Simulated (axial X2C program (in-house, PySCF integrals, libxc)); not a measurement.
**Curves of PrCl⁺ from open-shell CI on f3 s0 d(πδ)0**

Computed with an axial X2C code built on PySCF integrals: two-component X2C with atomic mean-field Coulomb and Gaunt terms, basis Pr dyall-v3z, Cl dyall-v3z (cores contracted in-house). Orbitals come from Hartree–Fock averaged over the configuration Pr f3 s0 d(πδ)0; CI then distributes these electrons over the f, s, d(πδ) shells of Pr.

Scan along the bond; masses Pr 140.908 u, Cl 34.969 u. Energies in cm⁻¹ from the lowest point; levels are followed by energy order within each Ω. Lowest level at 2.579 Å: 100% f3.

| R (Å) | (1)Ω=9/2 | (1)Ω=7/2 | (1)Ω=5/2 | (1)Ω=3/2 | (1)Ω=1/2 | (1)Ω=11/2 | (2)Ω=9/2 | (2)Ω=7/2 | (2)Ω=5/2 |
| --- | --- | --- | --- | --- | --- | --- | --- | --- | --- |
| 2.398 | 1974 | 2091 | 2265 | 2318 | 2304 | 3262 | 3364 | 3488 | 3556 |
| 2.489 | 461 | 601 | 759 | 820 | 822 | 1754 | 1869 | 1988 | 2059 |
| 2.579 | 0 | 154 | 298 | 364 | 378 | 1297 | 1419 | 1533 | 1605 |
| 2.682 | 395 | 556 | 689 | 756 | 777 | 1694 | 1819 | 1928 | 1999 |
| 2.785 | 1482 | 1643 | 1766 | 1832 | 1857 | 2782 | 2906 | 3009 | 3079 |
| 2.901 | 3257 | 3413 | 3526 | 3590 | 3616 | 4556 | 4677 | 4773 | 4839 |
| 3.043 | 5911 | 6057 | 6159 | 6219 | 6246 | 7208 | 7322 | 7410 | 7471 |

Fit the curves (1)Ω=9/2, (1)Ω=7/2, (1)Ω=5/2, (1)Ω=3/2, (1)Ω=1/2, (1)Ω=11/2, (2)Ω=9/2, (2)Ω=7/2, (2)Ω=5/2 near their minima.

From the open-shell CI curves, Te from the lowest:

```json
{"level": "(1)Ω=9/2", "Te (cm⁻¹)": "0", "Re (Å)": "2.584", "ωe (cm⁻¹)": "332.6"}
{"level": "(1)Ω=7/2", "Te (cm⁻¹)": "154", "Re (Å)": "2.583", "ωe (cm⁻¹)": "331.5"}
{"level": "(1)Ω=5/2", "Te (cm⁻¹)": "298", "Re (Å)": "2.584", "ωe (cm⁻¹)": "331.6"}
{"level": "(1)Ω=3/2", "Te (cm⁻¹)": "364", "Re (Å)": "2.584", "ωe (cm⁻¹)": "331.1"}
{"level": "(1)Ω=1/2", "Te (cm⁻¹)": "379", "Re (Å)": "2.583", "ωe (cm⁻¹)": "330.4"}
{"level": "(1)Ω=11/2", "Te (cm⁻¹)": "1297", "Re (Å)": "2.583", "ωe (cm⁻¹)": "332.3"}
{"level": "(2)Ω=9/2", "Te (cm⁻¹)": "1419", "Re (Å)": "2.583", "ωe (cm⁻¹)": "331.7"}
{"level": "(2)Ω=7/2", "Te (cm⁻¹)": "1533", "Re (Å)": "2.584", "ωe (cm⁻¹)": "331.7"}
{"level": "(2)Ω=5/2", "Te (cm⁻¹)": "1605", "Re (Å)": "2.584", "ωe (cm⁻¹)": "331.3"}
```

Without dynamic correlation distances can be off by several hundredths of an Å (long for ionic bonds, short for multiple bonds) and the wavenumbers are rough.

The 9 lowest curves are shown; the next is (2)Ω=3/2, from 1645 cm⁻¹.

There is no dynamic correlation: spin–orbit spacings and, for f shells, spacings inside one term are the most reliable numbers, splittings between terms come out too wide, and energies between configurations are not reliable, so the lowest level need not be the ground state of the molecule. At most 4 roots were kept for each Ω > 0 (twice that for Ω = 0) within 2.2 eV of the lowest, so higher up levels can be missing between those listed; levels with Ω > 0 are doubly degenerate and listed once, Ω = 0 levels singly. Some active spinors are only partly of the character that their shell is named for, so the shell names and counts are nominal. States that fill the shells left empty in the average are placed too high.
